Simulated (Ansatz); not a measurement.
`BOB[SiH3]` + `[OH][In]([SH])[Br]` → `[SiH3][O][In]([SH])[Br]` + `BOB`  (cleavage of the Si–B bond)

Calculated with Ansatz (gas phase, PBE0-D4/def2-TZVP geometries, no zero-point term in ΔE). CBS: MP2 limit from def2 TZ/QZ plus the TZ coupled-cluster correction, frozen cores. This one scheme is used for every species. Elements past krypton have def2 core potentials. For Br, In outer-core shells are correlated without core-valence functions, which leaves a few kJ/mol of doubt a bond. Scalar relativity is left out up to krypton. Each species was taken in one conformer, which may not be the lowest.

`BOB[SiH3]`:

```xyz
10

B     2.298    0.388   -0.165
O     1.054    0.136    0.345
B    -0.087    0.025   -0.402
Si   -1.868   -0.350    0.492
H     2.435    0.523   -1.348
H     3.204    0.462    0.611
H     0.003    0.157   -1.596
H    -2.822    0.746    0.159
H    -1.782   -0.476    1.971
H    -2.436   -1.611   -0.065
```

`[OH][In]([SH])[Br]`:

Z-matrix (Å, degrees):
```
In
S 1 2.354
Br 1 2.456 2 122.9
O 1 1.971 2 119.7 3 -180.0
H 2 1.346 1 91.9 3 -180.0
H 4 0.961 1 112.2 2 180.0
```

`[SiH3][O][In]([SH])[Br]`:

```xyz
9

Si   -0.034    1.820    0.061
O    -0.291    0.277   -0.413
In    0.237   -1.497    0.251
S    -0.509   -3.384   -0.936
Br    1.628   -1.544    2.261
H    -0.642    2.086    1.395
H     1.422    2.127    0.151
H    -0.655    2.727   -0.940
H    -1.156   -2.612   -1.829
```

`BOB`:

Cartesian coordinates in Å:
```
B -0.946 -0.267 0.706
O 0.386 0.000 0.573
B 1.009 0.267 -0.612
H -1.650 -0.274 -0.266
H -1.357 -0.485 1.807
H 2.185 0.484 -0.579
H 0.373 0.276 -1.629
```

| level | ΔE (kcal/mol) |
| --- | --- |
| HF/def2-TZVPP | -36.0 |
| MP2/def2-TZVPP | -32.3 |

(1) What does CCSD(T)/CBS give? (An estimate is asked.)

Largest T1 diagnostic among the species: 0.013.

## Answers

(1) Ansatz gave: -30.4 kcal/mol. The listed levels differ from it by -5.6, -1.9 kcal/mol.

The D4 term adds −0.7 kcal/mol with B3LYP and −0.4 kcal/mol with PBE0; it sums over pairs of atoms, weighted by their polarisabilities, and B3LYP, whose exchange is more repulsive, gets the larger term. In def2-TZVPP, CCSD(T) changes the Hartree–Fock value by +5.9 kcal/mol (the triples alone add +0.7 kcal/mol) and MP2 by +3.7 kcal/mol. From PBE to PBE0 (25 % exact exchange), in def2-TZVPP and without D4, ΔE moves by −2.7 kcal/mol.

B3LYP here is the variant with VWN-RPA as its local correlation; programs differ in this.
